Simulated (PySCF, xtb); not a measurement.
C2H6ClNSi, SMILES C=C[SiH](N)Cl.

GFN2-xTB (xtb) at its own geometry gives an orbital gap of 4.41 eV and a dipole moment of 2.06 D.

Coordinates come from a PBE0-D3(BJ)/def2-SVP optimisation. Other conformers were not sampled.

What does ωB97X/def2-TZVP run with PySCF give? (Estimate from the structure and the level; the computed values follow.)

gap 11.75 eV (levels -10.33 and 1.42 eV), dipole 1.84 D.
